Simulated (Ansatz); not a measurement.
`COB(C)O` → `OBCCO`  (isomerisation)

Isolated molecules relaxed with PBE0-D4/def2-TZVP in Ansatz; ΔE leaves out vibrations. CCSD(T)/CBS is the MP2 limit (def2-TZVPP, def2-QZVPP) plus CCSD(T) − MP2 in def2-TZVPP, frozen cores. Functionals use def2-TZVPP. One conformer a species, not always the lowest.

`COB(C)O`:

```xyz
12

C    -1.437    0.187    0.885
O    -0.505    1.011    0.225
B     0.592    0.496   -0.409
C     0.919   -1.036   -0.490
O     1.430    1.396   -1.001
H    -1.007   -0.254    1.790
H    -1.794   -0.621    0.239
H    -2.288    0.806    1.171
H     0.139   -1.576   -1.036
H     1.869   -1.217   -0.993
H     0.965   -1.491    0.505
H     1.117    2.298   -0.884
```

`OBCCO`:

Z-matrix (Å, degrees):
```
C
B 1 1.564
C 1 1.518 2 114.9
H 1 1.101 2 106.0 3 118.8
H 1 1.097 2 110.6 3 -126.5
O 2 1.355 1 119.1 3 144.3
H 2 1.207 1 121.7 3 -37.2
O 3 1.413 1 113.5 2 170.5
H 3 1.093 1 110.1 2 52.4
H 3 1.100 1 110.1 2 -65.2
H 6 0.960 2 113.3 1 177.5
H 8 0.961 3 108.1 1 56.2
```

| level | ΔE (kJ/mol) | difference from CCSD(T)/CBS |
| --- | --- | --- |
| r2SCAN-D4 | 178.9 | 6.4 |
| PBE0-D4 | 171.5 | -1.0 |
| ωB97X-V | 172.0 | -0.5 |
| PBE | 168.1 | -4.4 |
| r2SCAN | 178.6 | 6.1 |
| HF/def2-TZVPP | 180.7 | 8.2 |
| MP2/def2-TZVPP | 175.2 | 2.7 |
| CCSD(T)/def2-TZVPP | 173.9 | 1.4 |
| HF/CBS(def2) | 180.7 | 8.2 |
| MP2/CBS(def2) | 173.8 | 1.3 |
| CCSD(T)/CBS | 172.5 | 0 |

Largest T1 diagnostic among the species: 0.012.

In def2-TZVPP, CCSD(T) changes the Hartree–Fock value by −6.8 kJ/mol (the triples alone add −0.5 kJ/mol) and MP2 by −5.5 kJ/mol.
